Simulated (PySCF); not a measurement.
Identify the unknown among the candidates.

All candidates are C6H10O3.

| technique | computed result |
| --- | --- |
| NMR, other nuclei | isotropic shieldings of nuclei other than C and H, by class: 25 (1 O), 169 (1 O), 192 (1 O) ppm [GIAO PBE0/pcSseg-1] |
| 1H NMR | chemical shifts (computed TMS as zero) by class: 5.36 (1 H), 5.34 (1 H), 4.50 (2 H), 3.90 (3 H), 2.01 (3 H) ppm [GIAO PBE0/pcSseg-1] |
| Dipole | 0.63 D [PBE0/pcSseg-1] |
| 13C NMR | chemical shifts (computed TMS as zero) by class: 163.4 (1 C), 150.1 (1 C), 121.9 (1 C), 75.9 (1 C), 56.3 (1 C), 23.1 (1 C) ppm [GIAO PBE0/pcSseg-1] |
| Rotational structure | rotational constants A, B, C: 4.406, 0.736, 0.686 GHz [GFN2-xTB] |

The electronic properties come from PySCF, for the isolated species, density fitting. Levels stand in brackets. Geometry: GFN2-xTB, one conformer, isolated molecule. Each NMR value is the plain mean over a class of atoms that symmetry, rotation or inversion makes alike.

Task: Which candidate is it?
A. `CC(=O)C(C)(C)OC=O`
B. `C=CCOC(=O)[C@H](C)O`
C. `C=C(OCC)OC(C)=O`
D. `C=C(C)COC(=O)OC`

Result: D. It is `C=C(C)COC(=O)OC`. Numbering: `[CH2:1]=[C:2]([CH3:3])[CH2:4][O:5][C:6](=[O:7])[O:8][CH3:9]`. Its formula, C6H10O3, gives 2 degrees of unsaturation: 0 rings and 2 π bonds in the structure found. 6 carbons fall into 6 classes; from least to most shielded: carbonate carbon [C6] (163.4 ppm), fully substituted alkene carbon [C2] (150.1 ppm), terminal =CH2 carbon [C1] (121.9 ppm), sp3 carbon bound to oxygen [C4] (75.9 ppm), methoxy carbon [C9] (56.3 ppm), allylic carbon [C3] (23.1 ppm). Hydrogen classes from least to most shielded: 1 H on a terminal =CH2 carbon, C1 (5.36 ppm), 1 H on a terminal =CH2 carbon, C1 (5.34 ppm), 2 H on an sp3 carbon bound to oxygen, C4 (4.50 ppm), 3 H on a methoxy carbon, C9 (3.90 ppm), 3 H on an allylic carbon, C3 (2.01 ppm, a mean of values up to 0.7 ppm apart in this geometry). The other shieldings belong to: 25 ppm, carbonate carbonyl oxygen [O7]; 169 ppm, oxygen singly bound to a carbonyl carbon [O5]; 192 ppm, oxygen singly bound to a carbonyl carbon [O8]. The optimised geometry has point group C1 and is an asymmetric top.

The others, at the same levels:
- `C=C(OCC)OC(C)=O` fails: its computed 13C shifts are 173.1 (1 C), 169.5 (1 C), 72.0 (1 C), 66.3 (1 C), 23.3 (1 C), 16.8 (1 C) ppm, 1H shifts are 3.96 (1 H), 3.82 (2 H), 3.54 (1 H), 2.11 (3 H), 1.42 (3 H) ppm and rotational constant A is 2.799 GHz (against 4.406 GHz).
- `C=CCOC(=O)[C@H](C)O` fails: its computed 13C shifts are 186.5 (1 C), 142.3 (1 C), 125.7 (1 C), 71.0 (1 C), 70.7 (1 C), 25.8 (1 C) ppm, 1H shifts are 6.41 (1 H), 5.71 (1 H), 5.59 (1 H), 5.58 (1 H), 4.32 (1 H), 4.12 (1 H), 2.58 (1 H), 1.35 (3 H) ppm and rotational constant A is 3.916 GHz (against 4.406 GHz).
- `CC(=O)C(C)(C)OC=O` fails: it has 5 carbon classes against 6; its computed 13C shifts are 214.1 (1 C), 166.1 (1 C), 83.6 (1 C), 28.7 (1 C), 25.7 (2 C) ppm, 1H shifts are 7.93 (1 H), 2.32 (3 H), 1.54 (6 H) ppm and rotational constant A is 1.926 GHz (against 4.406 GHz).

Each candidate is one conformer, not necessarily the lowest. Dipoles, sizes and rotational constants follow the conformer. The torsions of the flexible species, by atom-mapped SMILES:
- `[CH2:1]=[C:2]([CH3:3])[CH2:4][O:5][C:6](=[O:7])[O:8][CH3:9]`: C1–C2–C4–O5 121°, C2–C4–O5–C6 -179°, C4–O5–C6–O7 -1°, O5–C6–O8–C9 -179°
- `[CH2:1]=[C:2]([O:3][CH2:4][CH3:5])[O:6][C:7]([CH3:8])=[O:9]`: C1–C2–O3–C4 -9°, C2–O3–C4–C5 -172°, C1–C2–O6–C7 124°, C2–O6–C7–C8 176°
- `[CH3:1][C:2](=[O:3])[C:4]([CH3:5])([CH3:6])[O:7][CH:8]=[O:9]`: C1–C2–C4–C5 105°, C2–C4–O7–C8 51°, C4–O7–C8–O9 2°

The conformers of `C=CCOC(=O)[C@H](C)O` aren't listed.
